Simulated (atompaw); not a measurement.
# An all-electron radial function and its pseudo partner (N (Z = 7))

Columns: radius, all-electron u(r) and pseudo u(r) of the 2s shell (level -18.58 eV) of nitrogen in the configuration [He] 2s2 2p3; PBE, scalar-relativistic, PAW (atompaw) scheme, atompaw 4.2.0.5.

```tsv
r (bohr)	all-electron	pseudo
0.058	-0.3089	0.0645
0.115	-0.3880	0.1284
0.173	-0.3404	0.1941
0.231	-0.2249	0.2608
0.288	-0.0813	0.3273
0.346	0.0731	0.3955
0.404	0.2227	0.4637
0.462	0.3601	0.5310
0.519	0.4797	0.5952
0.577	0.5846	0.6571
0.635	0.6722	0.7142
0.692	0.7421	0.7643
0.750	0.7977	0.8079
0.808	0.8391	0.8430
0.865	0.8676	0.8687
0.923	0.8856	0.8858
0.981	0.8941	0.8941
1.038	0.8946	0.8946
1.096	0.8884	0.8884
1.154	0.8766	0.8766
1.212	0.8602	0.8602
1.269	0.8405	0.8405
1.327	0.8176	0.8176
1.385	0.7925	0.7925
1.442	0.7663	0.7663
1.500	0.7384	0.7384
```

Q: How many radial nodes do the two functions have?

A: The all-electron 2s function has n − l − 1 = 1; the pseudo-wave has 0, since the states of the same l below it are removed with the core.

Q: At about which radius was the pseudo-wave matched?

A: 1.05 bohr. The columns agree to 0.0005 from 0.92 bohr on; several derivatives are matched, so the curves merge somewhat inside the radius.

Q: Is the pseudo-wave norm-conserving?

A: No, it belongs to a PAW set: the norm inside the radius is not constrained, and the difference is carried by the augmentation charge.
